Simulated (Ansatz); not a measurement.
Geometry optimisation, Ansatz, RKS B3LYP/def2-SVP.

Input file:

```yaml
crystal:
  periodic: [false, false, false]
  atoms:
    - { symbol: P, position_ang: [-0.7875, 1.96745, 2.34546] }
    - { symbol: Ga, position_ang: [0.0987, 0.43993, 0.76185] }
    - { symbol: C, position_ang: [1.15045, -1.00008, -0.31986] }
    - { symbol: C, position_ang: [0.14705, -0.60193, -1.41901] }
    - { symbol: O, position_ang: [-0.69839, 0.40966, -0.88504] }
    - { symbol: H, position_ang: [-1.69123, 2.31286, 1.32724] }
    - { symbol: H, position_ang: [-1.64958, 0.95619, 2.80908] }
    - { symbol: H, position_ang: [2.18851, -0.78598, -0.58316] }
    - { symbol: H, position_ang: [1.05936, -2.04207, -0.00712] }
    - { symbol: H, position_ang: [0.65517, -0.20455, -2.30404] }
    - { symbol: H, position_ang: [-0.47254, -1.45149, -1.7254] }
basis:
  gaussian: { orbitals: def2-SVP }
hamiltonian:
  xc: b3lyp
relax:
  f_tol: 0.015
  max_steps: 40
output:
  orbitals: {}
```

Launched with:

```bash
$ ansatz run input.yaml --threads 2 --pin off --max-ram 3072MiB --backend cpu --events-out ev --progress --plain --runs-dir out
```

Q: Where does it end, and by what steps?

A: It converged. The force dipped under the threshold on the way, but the program's further checks kept it going. After 10 steps the energy has fallen by 0.169 eV; H7 moved furthest, 0.83 Å.

```json
{"step": "0", "energy less start (eV)": "0.0000", "largest force component (eV/Å)": "0.803", "accepted": "yes"}
{"step": "1", "energy less start (eV)": "-0.1019", "largest force component (eV/Å)": "0.320", "accepted": "yes"}
{"step": "2", "energy less start (eV)": "-0.1193", "largest force component (eV/Å)": "0.408", "accepted": "yes"}
{"step": "3", "energy less start (eV)": "-0.1376", "largest force component (eV/Å)": "0.322", "accepted": "yes"}
{"step": "4", "energy less start (eV)": "-0.1433", "largest force component (eV/Å)": "0.437", "accepted": "yes"}
{"step": "5", "energy less start (eV)": "-0.1616", "largest force component (eV/Å)": "0.153", "accepted": "yes"}
{"step": "6", "energy less start (eV)": "-0.1646", "largest force component (eV/Å)": "0.141", "accepted": "yes"}
{"step": "7", "energy less start (eV)": "-0.1683", "largest force component (eV/Å)": "0.044", "accepted": "yes"}
{"step": "8", "energy less start (eV)": "-0.1690", "largest force component (eV/Å)": "0.011", "accepted": "yes"}
{"step": "9", "energy less start (eV)": "-0.1691", "largest force component (eV/Å)": "0.033", "accepted": "yes"}
{"step": "10", "energy less start (eV)": "-0.1692", "largest force component (eV/Å)": "0.014", "accepted": "yes"}
```

```xyz
11
Properties=species:S:1:pos:R:3
P -0.780 2.084 2.129
Ga -0.124 0.541 0.505
C 0.947 -0.986 -0.244
C 0.245 -0.608 -1.572
O -0.594 0.516 -1.271
H -2.152 1.996 1.732
H -0.901 1.075 3.136
H 2.039 -0.849 -0.239
H 0.710 -1.987 0.147
H 0.975 -0.337 -2.358
H -0.365 -1.445 -1.965
```

Run time: 36 s on 2 threads of Intel(R) Xeon(R) Platinum 8488C (Sapphire Rapids), with other jobs on the host, peak memory 0.34 GiB.
